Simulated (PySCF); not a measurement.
Gas-phase reaction: CuI + H2 → CuH + HI

Energies from PySCF, thermal terms from the rigid-rotor harmonic-oscillator model, ideal gas at 1 bar. † marks an energy on the PBE0/def2-TZVP geometry and frequencies. MP2 freezes the core. All species are closed-shell singlets. I: scalar-relativistic def2 core potential, no spin-orbit coupling. Cu: all electrons, no relativistic terms. MP2 isn't extrapolated to the basis-set limit.

```tsv
level	ΔH°(298 K), kJ
BLYP/def2-TZVP†	124
HF/def2-TZVP†	…
MP2/def2-TZVPP†	…
PBE/def2-TZVP†	130
ωB97X-V/def2-TZVP†	154
```

Q: What belongs in the gaps?

A: 
- HF/def2-TZVP†, ΔH°(298 K), kJ: 191
- MP2/def2-TZVPP†, ΔH°(298 K), kJ: 153
